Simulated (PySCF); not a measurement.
C₄H₁₀Zn, singlet, geometry from GFN2-xTB (such geometries of metal compounds can be far from the true shape), atoms displaced at random by about 0.03 Å a coordinate; PBE/STO-3G, gradient in PySCF.

The PySCF input:
```python
from pyscf import gto, scf, dft

mol = gto.M(
    atom='''
Zn   -0.404732    0.450263    0.428317
C    -0.064824    1.683494    1.999281
H    -0.484044    1.309647    2.871024
H    -0.570243    2.692392    1.908188
H     0.948297    1.905939    2.050822
C    -0.061996   -0.943898   -1.102396
C     0.573563   -2.194252   -0.411272
C     0.921952   -0.326852   -2.141943
H    -0.937608   -1.277586   -1.601634
H     0.852471   -2.887258   -1.241241
H     1.512961   -1.891911    0.105075
H    -0.126240   -2.625941    0.219183
H     0.422818    0.514132   -2.596250
H     1.250282   -1.069485   -2.898826
H     1.752557    0.029551   -1.664399
''',
    basis='sto-3g',
    charge=0,
    spin=0,
    verbose=3,
)

mf = dft.RKS(mol)
mf.xc = 'pbe'
mf.kernel()
g = mf.nuc_grad_method()
grad = g.kernel()
```

Problem. Predict the main parts of the log of this PySCF run.

Solution. 
```
SCF not converged.
SCF energy = -1914.13683157937
--------------- RKS gradients ---------------
         x                y                z
0 Zn    -0.0204120699     0.0001588497    -0.0017996081
1 C     0.0640023132    -0.0183707346     0.0847935046
2 H     0.0127670229     0.0321562947    -0.0512425003
3 H    -0.0047605074     0.0183918486     0.0119372291
4 H    -0.0597287948    -0.0022756086    -0.0086979627
5 C    -0.0287084100    -0.0284450925    -0.0432985582
6 C    -0.0456187963    -0.0343378166     0.0552830432
7 C     0.0572858144     0.0368217699     0.0178829581
8 H     0.0364336596     0.0036059904     0.0134884773
9 H     0.0020958900     0.0007545396    -0.0125273951
10 H     0.0061339483     0.0069039671    -0.0037468881
11 H     0.0350875907     0.0311813771    -0.0421517424
12 H     0.0065611241    -0.0149854492     0.0185448690
13 H     0.0063318700    -0.0046218589    -0.0021212135
14 H    -0.0674324631    -0.0269152522    -0.0363897567
----------------------------------------------
```

The run did not converge; its last values are not results.
